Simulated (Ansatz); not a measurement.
Cartesian coordinates in Å:
```
I -0.5744 1.1891 0.1381
I 0.5744 -1.1891 -0.1381
```

Total charge 0; spin multiplicity 1. I: def2 effective core potential.

**Question.** List the r2SCAN/def2-TZVPP orbital energies in eV (the Gaussian-basis code of Ansatz). (Best estimate.)

**Answer.** The calculation gave: Occupied: -185.38, -185.38, -131.63, -131.62, -131.17, -131.17, -131.17, -131.17, -51.43, -51.29, -51.24, -51.24, -51.20, -51.20, -50.86, -50.86, -50.85, -50.85, -19.67, -17.26, -10.00, -8.23, -8.23, -6.50, -6.50. Lowest empty: -4.32, 3.09, 3.34, 3.34, 3.76, 4.35, 4.35, 4.89.
